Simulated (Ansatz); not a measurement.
Consider the cleavage of the Si–Si bond: `C[SiH2][SiH2]C` + `CBS` → `CBS[SiH2]C` + `C[SiH3]`.

Computed with Ansatz on PBE0-D4/def2-TZVP structures; ΔE is electronic, products minus reactants. CCSD(T)/CBS adds triple-zeta CCSD(T) − MP2 to the extrapolated MP2 energy (def2 sets, frozen cores). This one scheme is used for every species. DFT in def2-TZVPP. Each species was taken in one conformer, which may not be the lowest.

```tsv
level	ΔE (kcal/mol)
PBE	-11.3
SCS-MP2/def2-QZVPP	-16.5
```

What does CCSD(T)/CBS give? (An estimate is asked.)

The calculation gave: -14.7 kcal/mol. The listed levels differ from it by 3.4, -1.8 kcal/mol.

Largest T1 diagnostic among the species: 0.013.

From PBE to PBE0 (25 % exact exchange), in def2-TZVPP and without D4, ΔE moves by −1.0 kcal/mol.

CCSD(T)/CBS has its own doubt, a few kJ/mol and more with outer-core shells, so smaller differences from it don't rank the levels.
